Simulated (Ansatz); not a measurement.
`[SiH3][Si@H]1O[C@@H]1Br` + `F[CH2][AlH][F]` → `[F][AlH][CH](F)[SiH3]` + `BrC1O[SiH2]1`  (formal exchange of groups at the Si–Si bond)

Calculated with Ansatz (gas phase, PBE0-D4/def2-TZVP geometries, no zero-point term in ΔE). CCSD(T)/CBS is the MP2 limit (def2-TZVPP, def2-QZVPP) plus CCSD(T) − MP2 in def2-TZVPP, frozen cores. Functionals use def2-TZVPP. B3LYP here is the variant with VWN-RPA as its local correlation; programs differ in this. For Br outer-core shells are correlated without core-valence functions, which leaves a few kJ/mol of doubt a bond. Scalar relativity is left out up to krypton. One conformer a species, not always the lowest.

| level | ΔE (kcal/mol) | difference from CCSD(T)/CBS |
| --- | --- | --- |
| PBE-D4 | 4.6 | 2.5 |
| r2SCAN-D4 | 2.9 | 0.8 |
| PBE0-D4 | 4.2 | 2.1 |
| B3LYP-D4 | 2.4 | 0.3 |
| ωB97M-V | 0.7 | -1.4 |
| B2PLYP | 2.0 | -0.1 |
| PBE | 4.7 | 2.6 |
| r2SCAN | 2.9 | 0.8 |
| PBE0 | 4.3 | 2.2 |
| B3LYP | 2.7 | 0.6 |
| MP2/def2-TZVPP | 1.2 | -0.9 |
| SCS-MP2/def2-TZVPP | 1.0 | -1.1 |
| CCSD/def2-TZVPP | 2.1 | 0.0 |
| HF/def2-QZVPP | 1.2 | -0.9 |
| SCS-MP2/def2-QZVPP | 1.0 | -1.1 |
| HF/CBS(def2) | 1.2 | -0.9 |
| CCSD(T)/CBS | 2.1 | 0 |

Largest T1 diagnostic among the species: 0.013.
